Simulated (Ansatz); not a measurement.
Cartesian coordinates in Å:
```
N 0.0198 0.9012 -0.6944
C 0.6275 -0.1728 -0.2084
S 2.2301 -0.6008 -0.8060
N 0.0526 -0.9358 0.6703
Si -1.7389 -0.7701 1.4066
F -1.7169 0.9204 1.3310
H 0.3708 1.3770 -1.5026
H -0.8282 1.2106 -0.2240
H 2.6427 0.6553 -1.0430
H 0.6533 -1.6359 1.0804
H -2.3129 -0.9489 -0.0098
```

Charge 0, multiplicity 1. The bonds changed during the relaxation, so this is another structure than the one it started from.

Question: List the ωB97M-V/def2-TZVPP orbital energies in eV (the Gaussian-basis code of Ansatz). (Estimate.)

Answer: Computed: Occupied: -2428.48, -1806.30, -676.06, -396.29, -395.62, -285.86, -222.45, -165.58, -165.48, -165.35, -147.17, -101.34, -101.29, -101.17, -34.44, -31.11, -28.31, -25.22, -20.91, -19.13, -18.29, -17.03, -16.20, -15.51, -14.33, -14.02, -13.44, -13.18, -11.33, -11.09, -10.54, -7.16. Lowest empty: 0.77, 1.35, 2.17, 2.40, 2.76, 3.18, 3.87, 4.75.
